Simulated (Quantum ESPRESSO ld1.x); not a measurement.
The run below uses ld1.x (Quantum ESPRESSO 7.5).

```
 &input
    zed=55.0,
    iswitch=1,
    rel=2,
    dft='PW91',
    config='[Kr] 4d10 5s2 5p2',
    rel_dist='average',
    lsmall=.true.,
    prefix='ld1',
    max_out_wfc=37,
    file_charge='ld1.rho',
 /
```

Command: `OMP_NUM_THREADS=1 ld1.x < ld1.in > ld1.out`

Output:

```
     Program LD1 v.7.5 starts

     --------------------------- All-electron run ----------------------------

     dirac relativistic calculation

     atomic number is 55.00
     dft =PW91   lsd =0 sic =0 latt =0  beta=0.20 tr2=1.0E-14
     Exchange-correlation= PW91
                           (   1   4   2   2   0   0   0)
     mesh =2077 r(mesh) =  99.55068 a.u. xmin = -8.00 dx = 0.00800
     1 Ry =  13.60569312 eV, c = 137.03599908

     n l j   nl                  e(Ry)          e(Ha)          e(eV)
     Spin orbit split results
     1 0 0.5 1S 1( 2.00)     -2633.8787     -1316.9393    -35835.7448
     2 0 0.5 2S 1( 2.00)      -416.6653      -208.3327     -5669.0204
     2 1 0.5 2P 1( 2.00)      -392.2662      -196.1331     -5337.0535
     2 1 1.5 2P 1( 4.00)      -366.3621      -183.1810     -4984.6099
     3 0 0.5 3S 1( 2.00)       -90.0384       -45.0192     -1225.0344
     3 1 0.5 3P 1( 2.00)       -79.8448       -39.9224     -1086.3441
     3 1 1.5 3P 1( 4.00)       -74.8798       -37.4399     -1018.7913
     4 0 0.5 4S 1( 2.00)       -20.4314       -10.2157      -277.9834
     4 1 0.5 4P 1( 2.00)       -16.7682        -8.3841      -228.1428
     4 1 1.5 4P 1( 4.00)       -15.7496        -7.8748      -214.2838
     3 2 1.5 3D 1( 4.00)       -56.9631       -28.4816      -775.0227
     3 2 2.5 3D 1( 6.00)       -55.9089       -27.9544      -760.6790
     4 2 1.5 4D 1( 4.00)        -9.7804        -4.8902      -133.0689
     4 2 2.5 4D 1( 6.00)        -9.6097        -4.8048      -130.7461
     5 0 0.5 5S 1( 2.00)        -5.7753        -2.8877       -78.5773
     5 1 0.5 5P 1( 0.67)        -4.7399        -2.3700       -64.4902
     5 1 1.5 5P 1( 1.33)        -4.5662        -2.2831       -62.1270
     Averaged results
     1 0     1S 1( 2.00)     -2633.8787     -1316.9393    -35835.7448
     2 0     2S 1( 2.00)      -416.6653      -208.3327     -5669.0204
     2 1     2P 1( 6.00)      -374.9968      -187.4984     -5102.0911
     3 0     3S 1( 2.00)       -90.0384       -45.0192     -1225.0344
     3 1     3P 1( 6.00)       -76.5348       -38.2674     -1041.3089
     4 0     4S 1( 2.00)       -20.4314       -10.2157      -277.9834
     4 1     4P 1( 6.00)       -16.0891        -8.0446      -218.9035
     3 2     3D 1(10.00)       -56.3306       -28.1653      -766.4165
     4 2     4D 1(10.00)        -9.6780        -4.8390      -131.6752
     5 0     5S 1( 2.00)        -5.7753        -2.8877       -78.5773
     5 1     5P 1( 2.00)        -4.6241        -2.3121       -62.9147

     final scf error:  4.3E-15 reached in  31 iterations

     Etot =  -15570.582899 Ry,   -7785.291450 Ha, -211848.572671 eV

     Ekin =   16583.145099 Ry,    8291.572550 Ha,  225625.183237 eV
     Encl =  -37648.761416 Ry,  -18824.380708 Ha, -512237.494294 eV
     Eh   =    5878.795527 Ry,    2939.397763 Ha,   79985.087872 eV
     Exc  =    -383.762109 Ry,    -191.881054 Ha,   -5221.349487 eV

     normalization and overlap integrals

     s(1S/1S) =  1.000000  <r> =   0.0261  <r2> =    0.0009  r(max) =   0.0168
     s(1S/2S) =  0.000000
     s(1S/3S) = -0.000000
     s(1S/4S) =  0.000000
     s(1S/5S) =  0.000000
     s(2S/2S) =  1.000000  <r> =   0.1117  <r2> =    0.0148  r(max) =   0.0952
     s(2S/3S) =  0.000000
     s(2S/4S) =  0.000000
     s(2S/5S) =  0.000000
     s(2P/2P) =  1.000000  <r> =   0.0940  <r2> =    0.0109  r(max) =   0.0731
     s(2P/3P) =  0.000000
     s(2P/4P) =  0.000000
     s(2P/5P) =  0.000000
     s(2P/2P) =  1.000000  <r> =   0.0999  <r2> =    0.0122  r(max) =   0.0780
     s(2P/3P) =  0.000000
     s(2P/4P) =  0.000000
     s(2P/5P) =  0.000000
     s(3S/3S) =  1.000000  <r> =   0.2987  <r2> =    0.1021  r(max) =   0.2716
     s(3S/4S) =  0.000000
     s(3S/5S) =  0.000000
     s(3P/3P) =  1.000000  <r> =   0.2886  <r2> =    0.0968  r(max) =   0.2589
     s(3P/4P) =  0.000000
     s(3P/5P) =  0.000000
     s(3P/3P) =  1.000000  <r> =   0.3004  <r2> =    0.1047  r(max) =   0.2695
     s(3P/4P) =  0.000000
     s(3P/5P) =  0.000000
     s(4S/4S) =  1.000000  <r> =   0.6936  <r2> =    0.5431  r(max) =   0.6445
     s(4S/5S) =  0.000000
     s(4P/4P) =  1.000000  <r> =   0.7189  <r2> =    0.5881  r(max) =   0.6549
     s(4P/5P) =  0.000000
     s(4P/4P) =  1.000000  <r> =   0.7461  <r2> =    0.6331  r(max) =   0.6816
     s(4P/5P) =  0.000000
     s(3D/3D) =  1.000000  <r> =   0.2713  <r2> =    0.0871  r(max) =   0.2189
     s(3D/4D) = -0.000000
     s(3D/3D) =  1.000000  <r> =   0.2750  <r2> =    0.0893  r(max) =   0.2224
     s(3D/4D) = -0.000000
     s(4D/4D) =  1.000000  <r> =   0.8232  <r2> =    0.7868  r(max) =   0.7151
     s(4D/4D) =  1.000000  <r> =   0.8331  <r2> =    0.8055  r(max) =   0.7208
     s(5S/5S) =  1.000000  <r> =   1.6059  <r2> =    2.8776  r(max) =   1.4809
     s(5P/5P) =  1.000000  <r> =   1.7603  <r2> =    3.4678  r(max) =   1.6172
     s(5P/5P) =  1.000000  <r> =   1.8174  <r2> =    3.6943  r(max) =   1.6697

     ------------------------ End of All-electron run ------------------------
```

Run on one thread of a shared host, so times are rough (Intel(R) Xeon(R) Processor @ 2.60GHz): 0.56 s of CPU time, 1.5 s wall, 31 iterations on 2077 mesh points.
